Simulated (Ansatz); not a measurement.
Cost and result for the atomization energy of CH$_{6}$GeOSi, SMILES `O=[CH][GeH2][SiH3]` (10 atoms, 9 bonds).

Z-matrix (Å, degrees):
```
Ge
C 1 2.009
Si 1 2.382 2 108.8
H 1 1.535 2 108.1 3 121.5
H 1 1.541 2 107.9 3 -119.5
O 2 1.198 1 122.9 3 -94.8
H 2 1.116 1 117.0 3 83.9
H 3 1.487 1 109.3 2 -57.2
H 3 1.485 1 109.5 2 62.4
H 3 1.486 1 110.2 2 -177.1
```

Total charge 0; spin multiplicity 1. Correlated methods include outer-core shells of Ge, which these sets cover unevenly. Scalar relativity is left out up to krypton. All single points use the PBE0-D4/def2-TZVP geometry. It is one conformer, not always the lowest. Program: Ansatz. All runs use 4 threads of an Arm Neoverse V2 on a shared host. Times are those of one run each, without the atoms' runs, and a repeat can differ threefold. Electronic energies, without spin–orbit coupling; frozen cores. CCSD(T)/CBS adds CCSD(T) − MP2 in def2-TZVPP to the MP2 limit, and its time is that of the two runs behind it. T1 = 0.015. With those shells the extrapolation isn't a true limit. B3LYP takes the VWN-RPA correlation (the form of Gaussian; ORCA's B3LYP/G).

CCSD(T)/CBS is a level of theory with its own doubt, some kJ/mol a heavy atom from the limit and from the frozen cores, so smaller differences don't rank the functionals.

| level | functions | wall time |
| --- | --- | --- |
| PBE-D4/def2-TZVPP (with forces) | 236 | 2.3 s |
| PBE0-D4/def2-TZVPP | 236 | 2.7 s |
| B3LYP-D4/def2-TZVPP (with forces) | 236 | 4.2 s |
| r2SCAN-D4/def2-TZVPP (with forces) | 236 | 4.3 s |
| B2PLYP/def2-TZVPP | 236 | 5.5 s |
| ωB97X-V/def2-TZVPP | 236 | 7.5 s |
| ωB97M-V/def2-TZVPP (with forces) | 236 | 11 s |
| MP2/def2-QZVPP | 453 | 21 s |
| CCSD(T)/def2-TZVPP | 236 | 2.3 min |
| CCSD(T)/CBS(def2) | – | 2.6 min |

**Question.** What atomization energy does each give, and how far from CCSD(T)/CBS? (An estimate is asked.)

**Answer.** The calculation gave: 
```csv
level,atomization (kJ/mol),difference from CCSD(T)/CBS,per bond
PBE-D4/def2-TZVPP (with forces),3241.2,27.4,3.0
PBE0-D4/def2-TZVPP,3181.8,-32.0,-3.6
B3LYP-D4/def2-TZVPP (with forces),3200.0,-13.8,-1.5
r2SCAN-D4/def2-TZVPP (with forces),3216.5,2.7,0.3
B2PLYP/def2-TZVPP,3164.7,-49.1,-5.5
ωB97X-V/def2-TZVPP,3228.4,14.6,1.6
ωB97M-V/def2-TZVPP (with forces),3198.6,-15.2,-1.7
MP2/def2-QZVPP,3195.0,-18.8,-2.1
CCSD(T)/def2-TZVPP,3138.3,-75.5,-8.4
CCSD(T)/CBS(def2),3213.8,0.0,0.0
```

In def2-TZVPP, CCSD(T) changes the Hartree–Fock value by +850.3 kJ/mol (the triples alone add +49.3 kJ/mol) and MP2 by +862.6 kJ/mol; breaking electron pairs costs correlation energy, which Hartree–Fock lacks. From PBE to PBE0 (25 % exact exchange), in def2-TZVPP and without D4, the atomization energy moves by −56.7 kJ/mol: exact exchange takes away binding that semilocal exchange gives to molecules. The D4 term adds +31.3 kJ/mol with B3LYP and +16.5 kJ/mol with PBE0; it sums over pairs of atoms, weighted by their polarisabilities, and B3LYP, whose exchange is more repulsive, gets the larger term.
